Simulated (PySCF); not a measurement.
r2SCAN on Sb (antimony, neutral), [Kr] 4d10 5s1 5p3 5d1, high-spin 6D determinant (an excited configuration). Computed with PySCF 2.14 in aug-cc-pwCVDZ-PP with ECP28MDF, with scalar relativity through the core potential.

```
cycle= 1 E= -239.814104519717  delta_E= -0.00562  |g|= 0.0107  |ddm|= 0.781
cycle= 2 E= -239.814149422756  delta_E= -4.49e-05  |g|= 0.00333  |ddm|= 0.047
cycle= 3 E= -239.81415159676  delta_E= -2.17e-06  |g|= 0.000897  |ddm|= 0.00713
cycle= 4 E= -239.814151751484  delta_E= -1.55e-07  |g|= 0.000262  |ddm|= 0.00323
cycle= 5 E= -239.814151775301  delta_E= -2.38e-08  |g|= 4.45e-06  |ddm|= 0.000864
cycle= 6 E= -239.814151775308  delta_E= -7.67e-12  |g|= 3.34e-07  |ddm|= 1.64e-05
converged SCF energy = -239.814151775308  <S^2> = 8.7527738  2S+1 = 6.0009245
```

Highest occupied orbital energy: 0.609 eV; ⟨L²⟩ = 6.00; populations by l: s 3.00, p 9.00, d 11.00, f 0.00.

(1) Can this result be used?

## Answers

(1) Not for this state. The run converged. Energies and moments cover only the electrons outside the core potential. The outer electron is Rydberg-like, and this basis confines it to a smaller radius and binds it less than a complete one would. At r2SCAN the highest occupied level has a positive energy, so only the finite basis holds that electron; for this excited configuration the basis is too tight for the outer shell.
